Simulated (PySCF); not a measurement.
NMR data simulated for an unnamed compound:

1H NMR (300 MHz, computed): δ 0.86 (m, 2H), 0.46 (s, 3H), 0.38 (m, 2H), 0.09 (s, 9H).

13C{1H} NMR (computed): δ 2.4 (CH3), 1.5 (CH2), -3.5 (CH3).

[PySCF: NMR shieldings at PBE0/pcSseg-1/GIAO; structure optimised with GFN2-xTB; averaged over atoms made equivalent by symmetry, fast rotation or ring inversion; relativity neglected; isolated molecule; one computed conformer]

Referencing at the same level of theory: 1H (31.72 ppm) and 13C (186.93 ppm) vs TMS.

Task: Which of these does the molecule contain: a benzene ring, a three-membered ring, a Si–H bond, a Si–CH3 group, a (CH3)2CH unit?

Result: 
- A benzene ring: no.
- A three-membered ring: yes.
- A Si–H bond: no.
- A Si–CH3 group: yes (δC 2.4; δH 0.09 (s)).
- A (CH3)2CH unit: no.

The data belong to SMILES C[Si](C)(C)O[Si]1(C)CC1, C6H16OSi2; they needn't prove each group on their own.

Carbon signals by region: 3 below 50 ppm.

Shifts are as computed. Against solution values, carbons near 30 ppm lie about +3 ppm off and those near 130 ppm about +5 ppm. Of 1211 compounds with measured shifts, 218 miss one by over three times the rms of a fit or turn the order of signals round; such compounds aren't used in these exercises. Multiplicities follow the n + 1 count of equivalent neighbours, as no J values were calculated; m marks all less simple cases, F and P coupling included.
